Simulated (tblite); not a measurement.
Isomers of C5H10F3PSi. Method: GFN2-xTB as coded in tblite; computed harmonic values from a numerical Hessian at the method's own geometry, unscaled. This tight-binding method is rough: wavenumbers can miss measured ones by several per cent, in bad cases by 10 to 20. Modes of hydrogen on silicon can be 10 to 20 % off. One conformer each.

Electronic energies: GFN2-xTB at the same geometries; isomer energies are rough at this level and their order can be wrong.

```csv
SMILES,"electronic energy, lowest = 0 (kcal/mol)"
FC(F)(F)P1CCC[C@@H]1[SiH3],0.0
C=C(C)P([SiH3])CC(F)(F)F,18.5
C/C([SiH3])=P\CCC(F)(F)F,26.5
```

Problem. How do GFN2-xTB zero-point energies change the relative energies?

Solution. 
```csv
SMILES,ZPE (kcal/mol),of it from modes above 1550 cm⁻¹,electronic (kcal/mol),"with ZPE, lowest = 0 (kcal/mol)",lowest mode (cm⁻¹),rings
FC(F)(F)P1CCC[C@@H]1[SiH3],87.2,39.5,0.0,0.0,62,1
C=C(C)P([SiH3])CC(F)(F)F,84.5,42.4,18.5,15.7,5i,0
C/C([SiH3])=P\CCC(F)(F)F,85.3,39.4,26.5,24.6,31,0
```

The zero-point energies span 2.7 kcal/mol, from `C=C(C)P([SiH3])CC(F)(F)F` to `FC(F)(F)P1CCC[C@@H]1[SiH3]`. Slightly imaginary modes are left out of the zero-point energy: `C=C(C)P([SiH3])CC(F)(F)F` 5.4i cm⁻¹. The order is unchanged.
